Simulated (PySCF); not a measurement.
Be(NMe2)(SeH) (C2H7BeNSe), SMILES C[N](C)[Be][SeH]. Atoms are numbered in the order given.

```xyz
12

Be    -0.2790    -0.0057     0.0000
N     -1.7811    -0.0022     0.0000
C     -2.5822     0.0025    -1.2099
C     -2.5822     0.0025     1.2099
H     -3.2431    -0.8847    -1.2651
H     -3.2295     0.8995    -1.2678
H     -1.9404    -0.0040    -2.1059
H     -3.2295     0.8995     1.2678
H     -3.2431    -0.8847     1.2651
H     -1.9404    -0.0040     2.1059
Se     1.7518    -0.0422     0.0000
H      1.8355     1.4236     0.0000
```
Charge 0, spin multiplicity 1.

Geometry: ωB97X-D3(BJ)/def2-SVP. The structure was generated by enumeration; whether it is a known compound was not checked. Other conformers were not sampled.

The numbers are results of r2SCAN/def2-TZVP (PySCF), not measurements.

```
Quantity                                                                                                        Result
---------------------------------------------------------------------------------------------  -----------------------
total energy                                                                                       -2551.48653 hartree
point group                                                                                                         Cs
highest occupied level                                                                                        -5.46 eV
lowest empty level                                                                                            -0.57 eV
orbital gap                                                                                                    4.89 eV
dipole moment                                                                                                0.393 e·Å
quadrupole, principal values (traceless, Buckingham form, about the centre of nuclear charge)   -2.95, -0.01, 2.96 D·Å
mean static polarisability                                                                       78.7 bohr³ (11.67 Å³)
polarisability, principal values                                                               63.1, 70.5, 102.6 bohr³
```
